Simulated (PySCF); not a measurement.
# Calculated NMR data

PySCF 2.14 calculation with σ from GIAO-PBE0/pcSseg-1 and structure optimised with GFN2-xTB; one computed conformer, no solvent model, non-relativistic, fast rotation and ring inversion assumed for equivalent nuclei.

δ = σ(ref) − σ, references computed at the same level: ¹H and ¹³C against TMS. Splittings of carbon signals by F and P are missing where no couplings were computed. Where no couplings were computed, multiplicities follow the n + 1 count of equivalent neighbours, and m marks all less simple cases (inequivalent or close neighbours, rings, F or P nearby). Shifts are as computed. Against solution values, carbons near 30 ppm lie about +3 ppm off and those near 130 ppm about +5 ppm. Of 1211 compounds with measured shifts, 218 miss one by over three times the rms of a fit or turn the order of signals round; such compounds aren't used in these exercises. OH and NH positions are gas-phase values without hydrogen bonding to other molecules.

**1.** `CC(C)[P@](=O)(O)C(F)(F)F`, C₄H₈F₃O₂P. ¹H NMR (600 MHz, computed): δ 3.17 (br s, 1H), 2.17 (m, 1H), 1.35 (m, 3H), 1.32 (m, 3H). ¹³C{¹H} NMR (computed): δ 130.6 (C), 31.7 (CH), 15.6 (CH3), 14.1 (CH3).

**2.** SMILES O=C([C@@H]1[C@H]2C=CC[C@H]21)C(F)(F)F, C₈H₇F₃O. ¹H NMR (600 MHz, computed): δ 6.45 (m, 1H), 5.93 (m, 1H), 2.99 (m, 1H), 2.86 (m, 1H), 2.72 (m, 1H), 2.62 (m, 1H), 1.20 (m, 1H). ¹³C{¹H} NMR (computed): δ 197.8 (C), 142.2 (CH), 141.7 (CH), 126.2 (C), 48.2 (CH), 42.0 (CH2), 40.4 (CH), 38.7 (CH).
